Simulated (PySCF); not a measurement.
**CH2F3NOSi**

The system: CH2F3NOSi, a carbene (divalent C1, bonded to 1 N + 1 O); neutral, triplet. The structure, one conformer, was relaxed in the gas phase by PBE0-D3(BJ)/def2-SVP. No frequency run checks that it is a minimum.

This triplet is an excited state: in a carbene with lone-pair donors on the centre (N, O) the singlet is known to lie well below it (the gap isn't computed here), so the molecule in its ground state shows no EPR spectrum.

SMILES: N[C]O[Si](F)(F)F

Coordinates in Å:
```
C1      1.132    0.242    0.933
N2      1.615    0.173   -0.338
O3     -0.184    0.138    1.247
Si4    -1.353   -0.162    0.143
F5     -1.463    0.989   -0.955
F6     -2.736   -0.241    0.924
F7     -1.120   -1.545   -0.616
H8      1.982    1.028   -0.754
H9      2.169   -0.644   -0.593
```

EPR values by unrestricted B3LYP, IGLO-III on C F N O Si, pcH-1 on H.

(1) Predict g and the largest hyperfine couplings. Where does the spin sit?

(2) How do the isotropic couplings move with BHandHLYP?

Answers

(1) g = 2.0018, 2.0022, 2.0027. The zero-field splitting dominates the spectrum: D = 0.66 cm⁻¹, |E| = 0.11 cm⁻¹ (spin-spin and spin-orbit parts, DFT, rough). The spin sits on C1 (85 %, bonded to 1 N + 1 O) by Mulliken populations.
| atom | isotope | isotropic (MHz) | dipolar, principal values (MHz) |
| --- | --- | --- | --- |
| C1 | 13C | 411.1 | -69.7, 5.0, 64.8 |
| O3 | 17O | -97.2 | -15.3, 0.2, 15.1 |
| H8 | 1H | 53.0 | -9.3, -5.0, 14.3 |
| H9 | 1H | 51.7 | -9.3, -5.0, 14.3 |
| Si4 | 29Si | -48.8 | -3.7, 0.5, 3.2 |
| F5 | 19F | 22.9 | -6.6, -5.4, 12.0 |

(2) C1 411.1 to 447.3 MHz, O3 -97.2 to -97.1 MHz, H8 53.0 to 51.3 MHz, H9 51.7 to 49.9 MHz.

The 2 runs behind this took 2.5 min in all, one thread each of Arm Neoverse V2 on a shared host, launched as `OMP_NUM_THREADS=1 python cluster_run.py task.json out`.
